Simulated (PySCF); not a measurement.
CH2NO (SMILES N[C]=O), doublet, geometry from GFN2-xTB. Base run: PBE/def2-SVP (PySCF).

Input for PySCF:
```python
from pyscf import gto, scf, dft

mol = gto.M(
    atom='''
N    -1.08420812    0.03469576   -0.00352205
C     0.16954069   -0.37867263    0.00597592
O     1.21907875    0.20488536    0.00041512
H    -1.34378385    1.02225370   -0.01859874
H    -1.83663339   -0.63217112    0.00407662
''',
    basis='def2-svp',
    spin=1,
    verbose=4,
)

mf = dft.UKS(mol)
mf.xc = 'pbe'
mf.kernel()
```

The base run was repeated with changes; each row names its change, and settings that it needs were set with it.

```json
[
 {"change": "base", "ΔE vs base (mEh)": "0.000", "fitting functions": "-", "dipole (D)": "3.66"},
 {"change": "auxbasis = cc-pvtz-ri", "ΔE vs base (mEh)": "-0.173", "fitting functions": "303", "dipole (D)": "3.66"},
 {"change": "auxbasis = even-tempered beta=3.0", "ΔE vs base (mEh)": "-0.247", "fitting functions": "279", "dipole (D)": "3.66"},
 {"change": "auxbasis = even-tempered beta=2.0", "ΔE vs base (mEh)": "-0.034", "fitting functions": "411", "dipole (D)": "3.66"},
 {"change": "auxbasis = default (with mf = mf.density_fit())", "ΔE vs base (mEh)": "-0.180", "fitting functions": "169", "dipole (D)": "3.66"},
 {"change": "auxbasis = even-tempered beta=1.6", "ΔE vs base (mEh)": "-0.001", "fitting functions": "610", "dipole (D)": "3.66"},
 {"change": "auxbasis = cc-pvqz-jkfit", "ΔE vs base (mEh)": "-0.041", "fitting functions": "420", "dipole (D)": "3.66"},
 {"change": "auxbasis = def2-universal-jfit", "ΔE vs base (mEh)": "-0.180", "fitting functions": "169", "dipole (D)": "3.66"},
 {"change": "auxbasis = def2-svp-ri", "ΔE vs base (mEh)": "-10.840", "fitting functions": "172", "dipole (D)": "3.66"},
 {"change": "auxbasis = cc-pvtz-jkfit", "ΔE vs base (mEh)": "-0.058", "fitting functions": "297", "dipole (D)": "3.66"}
]
```

A fitting set is made for a task (jfit for Coulomb, jkfit for Coulomb and exchange, ri for correlation) and for a family of orbital bases.

Open shells are given as the SCF converged; they aren't shown to be the lowest states, and a large step between rows can be another state.
